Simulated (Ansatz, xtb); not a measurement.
# C4H4ClNS: which of two isomers lies lower

We compare I, `Cc1nscc1Cl`, a singlet, with II, `Cc1csc(Cl)n1`, a singlet. Both are isolated molecules in the gas phase, relaxed with PBE-D3(BJ)/def2-SVP.

I (Å):

```yaml
atoms:
  - { symbol: C, position_ang: [-0.5918, 1.3561, 1.9088] }
  - { symbol: C, position_ang: [-0.9219, 2.0116, 0.6037] }
  - { symbol: C, position_ang: [-0.9317, 2.3317, -1.7170] }
  - { symbol: C, position_ang: [-0.4793, 1.5330, -0.6830] }
  - { symbol: Cl, position_ang: [0.5037, 0.1196, -0.8802] }
  - { symbol: N, position_ang: [-1.6683, 3.1105, 0.5605] }
  - { symbol: S, position_ang: [-1.8651, 3.6087, -1.0340] }
  - { symbol: H, position_ang: [-1.0499, 1.9217, 2.7397] }
  - { symbol: H, position_ang: [-0.9633, 0.3109, 1.9294] }
  - { symbol: H, position_ang: [0.5063, 1.3097, 2.0595] }
  - { symbol: H, position_ang: [-0.7514, 2.2095, -2.7919] }
```

II (Å):

```xyz
11

C    -1.0873    2.5208    1.7778
C    -0.8242    1.9220    0.4297
C    -1.3428    2.3706   -0.7726
C     0.1186    0.4381   -0.9102
Cl    1.0684   -0.9006   -1.4353
N     0.0049    0.8207    0.3261
S    -0.7800    1.3872   -2.0875
H    -1.5426    1.7697    2.4552
H    -0.1385    2.8479    2.2503
H    -1.7658    3.3912    1.7077
H    -2.0173    3.2171   -0.9496
```

Quicker runs give these differences E(II) − E(I): GFN2-xTB −0.026 eV; HF/STO-3G −0.145 eV (at GFN2-xTB geometries); r2SCAN-D4/def2-SVP −0.211 eV (at GFN2-xTB geometries).

Q: Estimate E(II) − E(I) at the level CCSD(T)/def2-SVP + ΔMP2/def2-TZVPP.

A: Too close to call at this level: CCSD(T)/def2-SVP + ΔMP2/def2-TZVPP gives E(II) − E(I) = −0.041 eV.

How the difference moves with the method:

```
                             level             geometry  E(II) − E(I) (eV)  departure from the last row (eV)  job, with rough time for the two
                          GFN2-xTB             GFN2-xTB              −0.026                            +0.015              optimisation, 0.21 s
                         HF/STO-3G             GFN2-xTB              −0.145                            −0.104              single point, 0.74 s
                r2SCAN-D4/def2-SVP             GFN2-xTB              −0.211                            −0.170               single point, 4.4 s
               PBE-D3(BJ)/def2-SVP  PBE-D3(BJ)/def2-SVP              −0.195                            −0.154                optimisation, 33 s
                       HF/def2-SVP  PBE-D3(BJ)/def2-SVP              −0.252                            −0.211           part of the CCSD(T) run
                      MP2/def2-SVP  PBE-D3(BJ)/def2-SVP              −0.193                            −0.152           part of the CCSD(T) run
                  CCSD(T)/def2-SVP  PBE-D3(BJ)/def2-SVP              −0.194                            −0.153                      single point
CCSD(T)/def2-SVP + ΔMP2/def2-TZVPP  PBE-D3(BJ)/def2-SVP              −0.041                                                  single point, 69 s
```

As drawn, II has 1 C∷S, 1 C∷N in place of 1 N∷S, 1 C∷C (∷ is an aromatic bond).

The largest departure from CCSD(T)/def2-SVP + ΔMP2/def2-TZVPP is that of HF/def2-SVP, 0.211 eV. The last row adds to CCSD(T) the change of the MP2 difference between the two basis sets, here +0.153 eV, a large step that makes the value less sure.

With thermal terms from frequencies at re-optimised GFN2-xTB minima (ideal gas, soft modes damped towards free rotors, one conformer each, 298.15 K, 1 atm): the zero-point term adds 0.000 eV; ΔH is −0.039 and ΔG −0.044 eV.

The correlated steps freeze 15 core orbitals. Programs: Ansatz 0.2.0, xtb 6.7.1; the last row on 2 threads of Intel(R) Xeon(R) Processor @ 2.70GHz on a shared host.
